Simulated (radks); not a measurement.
Results of a calculation; reference values are marked as such.
Problem. These are the eigenvalues of the occupied orbitals of an atom or ion with whole-number occupations (eV). Level of theory: scalar-relativistic Kohn-Sham, PBEsol, spin-unpolarised, spherical densities, point nucleus (a radial shooting solver on a logarithmic mesh with Libxc functionals).

orbital  eigenvalue
1s        -8851.567
2s        -1069.765
2p        -924.7654
3s        -122.9831
3p         -80.6119
3d         -13.6425

Which element is it, and in what charge state? The configuration may be excited.

Solution. Z = 29, copper, charge +1: Cu+ in [Ar] 3d10. The list shows which subshells hold electrons but not how many an open one holds; the 1s level, -325.29 hartree, gives Z - s = 25.5 by -(Z - s)^2/2, which with screening and relativity narrows Z to a few neighbours, and the depths of the outer levels then fix element, charge and occupations together.
